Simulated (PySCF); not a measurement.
Harmonic spectrum computed at PBE0 in the def2-TZVP basis family (core potentials from Rb on, PySCF, no spin–orbit coupling):

```tsv
ω (cm⁻¹)	IR (km/mol, summed over degenerate members)	degeneracy
451	38.4	2
1287	0.0	1
1553	256	1
```

Task: Which molecule gave it? In each, all ligands are bound to the one heavy central atom.
A. MoN₂ (singlet)
B. AsN₂ (quartet)
C. CN₂ (triplet)
D. SeN₂ (singlet)

Result: C. It has D∞h symmetry with C–N 1.224 Å (×2).
